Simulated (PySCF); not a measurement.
C2O2Ru, SMILES [C-](#[O+])->[Ru]<-[C-]#[O+] (connectivity only; charge and spin as stated), neutral, multiplicity 3.

Coordinates come from a PBE0-D3(BJ)/def2-SVP optimisation. The multiplicity is an assumed one; other spin states were not compared. The def2 effective core potentials stand for the cores of Ru; spin–orbit coupling is left out.

The numbers are results of PBE0-D3(BJ)/def2-SVP in PySCF, not measurements.

Frequencies are harmonic and unscaled.

```
mode  ν (cm⁻¹)  IR (km/mol)  moving atoms (share of kinetic energy)
----  --------  -----------  --------------------------------------
1           89          1.1                         O 82 %, Ru 11 %
2          294          0.0                          C 76 %, O 24 %
3          349          1.8                          C 75 %, O 25 %
4          361          3.4                          C 77 %, O 19 %
5          468         79.8                 O 43 %, C 33 %, Ru 24 %
6          501          3.5                 O 47 %, C 30 %, Ru 23 %
7          579          1.9                          C 88 %, O 10 %
8         2063       1522.8                          C 59 %, O 41 %
9         2124        443.8                          C 60 %, O 40 %
```
